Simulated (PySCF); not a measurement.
Radial density of B (boron, neutral)

MN15, [He] 2s2 2p1, 2P determinant. All numbers are calculated (PySCF 2.14, no relativity, point nucleus, in pcseg-2 (4s3p2d1f, 30 functions)).

```csv
r (bohr),4πr²ρ (e/bohr),4πr²(ρα − ρβ)
0.00646,0.03567,0.0000
0.0109,0.09698,0.0001
0.0183,0.2537,0.0001
0.0308,0.6346,0.0003
0.0517,1.454,0.0008
0.0870,2.900,0.0019
0.146,4.576,0.0051
0.246,4.947,0.0176
0.414,2.940,0.0652
0.697,1.061,0.1946
1.17,1.321,0.3751
1.97,1.256,0.3670
3.31,0.3675,0.1464
5.58,0.03111,0.0190
9.38,0.0002498,0.0002
```
